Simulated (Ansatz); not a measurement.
`FC(F)(Br)I` → `BrI` + `F[C]F` at 700 K and 1 bar (formal loss of a carbene).

Computed with Ansatz on PBE0-D4/def2-TZVP structures; ΔE is electronic, products minus reactants. CBS: MP2 limit from def2 TZ/QZ plus the TZ coupled-cluster correction, frozen cores. This one scheme is used for every species. Elements past krypton have def2 core potentials. For Br, I outer-core shells are correlated without core-valence functions, which leaves a few kJ/mol of doubt a bond. Scalar relativity is left out up to krypton.

```json
{"species": "`FC(F)(Br)I`", "CCSD(T)/CBS energy (Eh)": "-3108.36666", "H − E (kJ/mol)": "83.4", "S (J/(mol·K))": "416.1"}
{"species": "`BrI`", "CCSD(T)/CBS energy (Eh)": "-2870.75852", "H − E (kJ/mol)": "26.3", "S (J/(mol·K))": "289.8"}
{"species": "`F[C]F`", "CCSD(T)/CBS energy (Eh)": "-237.54028", "H − E (kJ/mol)": "47.1", "S (J/(mol·K))": "278.6"}
```

H − E and S are ideal-gas, rigid-rotor, harmonic terms from PBE0-D4/def2-TZVP. 1 Eh = 2625.50 kJ/mol, R = 8.31446 J/(mol·K).

Question: By hand: ΔE, ΔH, ΔS and ΔG.

Answer: ΔE = (-2870.75852) + (-237.54028) − (-3108.36666) = 0.06786 Eh = 178.2 kJ/mol. Δ(H − E) = 26.3 + 47.1 − 83.4 = -10.0, so ΔH = 168.2 kJ/mol. ΔS = 289.8 + 278.6 − 416.1 = 152.3 J/(mol·K). ΔG = 168.2 − 700 × (152.3)/1000 = 61.6 kJ/mol.

Question: By hand: the equilibrium constant, and the temperature at which ΔG would vanish if ΔH and ΔS stayed fixed.

Answer: log₁₀ K = −ΔG/(RT ln 10) = -4.6. ΔG = 0 at ΔH/ΔS = 1104 K.

The number of gas molecules changes by +1, which sets the sign of ΔS. A doubt of 5 kJ/mol in ΔE shifts log₁₀ K by 0.4 here. These are equilibria of isolated gas molecules and say nothing of rates. Largest T1 diagnostic: 0.017 (customary marks: 0.02 for closed shells, 0.045 for open ones).
